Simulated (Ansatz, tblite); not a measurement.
Cost and result up the ladder for BeCl2(H2O)2 (BeCl₂O₂H₄) (9 atoms). The state is a singlet with charge 0. Geometry: B3LYP-D4/def2-SVP.

```xyz
9

Be   -0.277    0.139   -0.266
Cl   -0.557   -0.964   -1.862
Cl   -1.150    1.825    0.225
O     1.432    0.498   -0.258
H     1.529    1.463   -0.189
H     1.794    0.222   -1.118
O    -0.572   -0.931    1.082
H    -0.968   -1.747    0.729
H    -1.231   -0.505    1.656
```

Ansatz on 4 threads of Arm Neoverse V2 on a shared host; xTB runs through tblite on one thread. Times are rough, summed over both states, and most runs start from the orbitals of an earlier one. PBE0-D4/def2-TZVP serves as the yardstick here, not as an exact answer. The other state is a doublet.

The xTB rows come from tblite.

Raw xTB energies of ions are shifted by several eV.

| level | functions | wall time | vertical IE (eV) | difference from PBE0-D4/def2-TZVP (eV) |
| --- | --- | --- | --- | --- |
| GFN2-xTB | 34 | 0.009 s | 13.77 | 3.74 |
| GFN1-xTB | 38 | 0.01 s | 14.71 | 4.68 |
| PBE-D4/def2-TZVP | 179 | 4.6 s | 9.63 | -0.40 |
| PBE0-D4/def2-TZVP | 179 | 11 s | 10.03 | 0.00 |
| r2SCAN-D4/def2-TZVP (with forces) | 179 | 11 s | 9.85 | -0.18 |
